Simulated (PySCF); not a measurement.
CuF, charge +1, doublet, geometry from GFN2-xTB (such geometries of metal compounds can be far from the true shape) (the multiplicity is a formal guess); B3LYP/6-31G (PySCF).

The PySCF input:
```python
from pyscf import gto, scf, dft

mol = gto.M(
    atom='''
Cu   -0.00000000   -0.00000000   -0.40706850
F     0.00000000    0.00000000    1.31166518
''',
    basis='6-31g',
    charge=1,
    spin=1,
    verbose=4,
)

mf = dft.ROKS(mol)
mf.xc = 'b3lyp'
mf.kernel()
```

The log (banner, timings and long lists left out):

```
PySCF version 2.14.0

[INPUT] verbose = 4
[INPUT] num. atoms = 2
[INPUT] num. electrons = 37
[INPUT] charge = 1
[INPUT] spin (= nelec alpha-beta = 2S) = 1
[INPUT] symmetry False subgroup None
[INPUT] Mole.unit = angstrom
[INPUT] Symbol           X                Y                Z      unit          X                Y                Z       unit  Magmom
[INPUT]  1 Cu     0.000000000000   0.000000000000  -0.407068500000 AA    0.000000000000   0.000000000000  -0.769247978938 Bohr   0.0
[INPUT]  2 F      0.000000000000   0.000000000000   1.311665180000 AA    0.000000000000   0.000000000000   2.478687957328 Bohr   0.0

nuclear repulsion = 80.3587278571977
number of shells = 16
number of NR pGTOs = 112
number of NR cGTOs = 36
basis = 6-31g
ecp = {}

******** <class 'pyscf.dft.roks.ROKS'> ********
method = ROKS
initial guess = minao
damping factor = 0
level_shift factor = 0
DIIS = <class 'pyscf.scf.diis.CDIIS'>
diis_start_cycle = 1
diis_space = 8
diis_damp = 0
SCF conv_tol = 1e-09
SCF conv_tol_grad = None
SCF max_cycles = 50
direct_scf = True
direct_scf_tol = 1e-13
num. doubly occ = 18  num. singly occ = 1
XC library pyscf.dft.libxc version 7.1.2
    S. Lehtola, C. Steigemann, M. J. T. Oliveira, and M. A. L. Marques,  SoftwareX 7, 1–5 (2018)
XC functionals = b3lyp
    P. J. Stephens, F. J. Devlin, C. F. Chabalowski, and M. J. Frisch,  J. Phys. Chem. 98, 11623 (1994)
radial grids:
    Treutler-Ahlrichs [JCP 102, 346 (1995); DOI:10.1063/1.469408] (M4) radial grids

becke partition: Becke, JCP 88, 2547 (1988); DOI:10.1063/1.454033
pruning grids: <function nwchem_prune>
grids dens level: 3
symmetrized grids: False
atomic radii adjust function: <function treutler_atomic_radii_adjust>
small_rho_cutoff = 0
Set gradient conv threshold to 3.16228e-05
tot grids = 34904
init E= -1739.60989546136
  HOMO = -0.090820057228381  LUMO = -0.0751490891888547  gap/eV = 0.42643
cycle= 1 E= -1737.84770905949  delta_E= 1.76  |g|= 3.05  |ddm|= 1.45

WARN: HOMO -0.549009024652465 >= LUMO -0.549567202294989

cycle= 2 E= -1729.91560460201  delta_E= 7.93  |g|=  6.3  |ddm|= 3.62

WARN: HOMO 0.712567723855188 >= LUMO -1.01103660552455

cycle= 3 E= -1736.81818630693  delta_E= -6.9  |g|= 2.09  |ddm|= 5.11

WARN: HOMO -0.536523531068207 >= LUMO -0.718572930958976

cycle= 4 E= -1738.17863539844  delta_E= -1.36  |g|= 2.39  |ddm|= 4.44
  HOMO = -0.692142259458364  LUMO = -0.450070041888427  gap/eV = 6.58712
cycle= 5 E= -1739.50274779355  delta_E= -1.32  |g|= 1.09  |ddm|= 1.34
  HOMO = -0.572952470020701  LUMO = -0.396156575978915  gap/eV = 4.81086
cycle= 6 E= -1739.55421754735  delta_E= -0.0515  |g|= 0.711  |ddm|= 0.251
  HOMO = -0.564608291692443  LUMO = -0.385522572701382  gap/eV = 4.87317
cycle= 7 E= -1739.68892132248  delta_E= -0.135  |g|= 0.342  |ddm|= 1.08
  HOMO = -0.526871393780798  LUMO = -0.376669031505972  gap/eV = 4.08721
cycle= 8 E= -1739.67065896116  delta_E= 0.0183  |g|= 0.484  |ddm|= 0.189
  HOMO = -0.528719119210418  LUMO = -0.377549739009889  gap/eV = 4.11353
cycle= 9 E= -1739.67119991407  delta_E= -0.000541  |g|= 0.479  |ddm|= 0.00731
  HOMO = -0.53432641196611  LUMO = -0.379708618127896  gap/eV = 4.20736
cycle= 10 E= -1739.6743708134  delta_E= -0.00317  |g|= 0.455  |ddm|= 0.0137
  HOMO = -0.549544260145078  LUMO = -0.391618273914125  gap/eV = 4.29738
cycle= 11 E= -1739.69284752941  delta_E= -0.0185  |g|= 0.306  |ddm|= 0.105
  HOMO = -0.572647291052521  LUMO = -0.40632563678056  gap/eV = 4.52584
cycle= 12 E= -1739.70972939668  delta_E= -0.0169  |g|= 0.0417  |ddm|= 0.168
  HOMO = -0.568439717057738  LUMO = -0.4063288345762  gap/eV = 4.41126
cycle= 13 E= -1739.71052699506  delta_E= -0.000798  |g|= 0.0172  |ddm|= 0.0658
  HOMO = -0.564689110112459  LUMO = -0.405458621789854  gap/eV = 4.33288
cycle= 14 E= -1739.71071842037  delta_E= -0.000191  |g|= 0.0176  |ddm|= 0.0536
  HOMO = -0.565748844813823  LUMO = -0.405952037750973  gap/eV = 4.34829
cycle= 15 E= -1739.71078351441  delta_E= -6.51e-05  |g|= 0.00901  |ddm|= 0.0218
  HOMO = -0.567013071809841  LUMO = -0.406433056317343  gap/eV = 4.36960
cycle= 16 E= -1739.71080113026  delta_E= -1.76e-05  |g|= 0.00234  |ddm|= 0.00927
  HOMO = -0.566756549281067  LUMO = -0.406339940872481  gap/eV = 4.36516
cycle= 17 E= -1739.71080243005  delta_E= -1.3e-06  |g|= 0.000325  |ddm|= 0.00303
  HOMO = -0.566712636840272  LUMO = -0.406321605293878  gap/eV = 4.36446
cycle= 18 E= -1739.71080246158  delta_E= -3.15e-08  |g|= 2.46e-05  |ddm|= 0.000783
  HOMO = -0.56672214188245  LUMO = -0.406322397541875  gap/eV = 4.36470
cycle= 19 E= -1739.71080246151  delta_E= 7.78e-11  |g|= 4.7e-05  |ddm|= 0.000137
  HOMO = -0.566716438018721  LUMO = -0.406320406054892  gap/eV = 4.36460
cycle= 20 E= -1739.71080246201  delta_E= -5.05e-10  |g|= 2.21e-06  |ddm|= 6.14e-05
  HOMO = -0.566715690303893  LUMO = -0.406320156095561  gap/eV = 4.36458
Extra cycle  E= -1739.710802462  delta_E= 1.21e-11  |g|= 7.52e-06  |ddm|= 3.98e-06
converged SCF energy = -1739.710802462
```
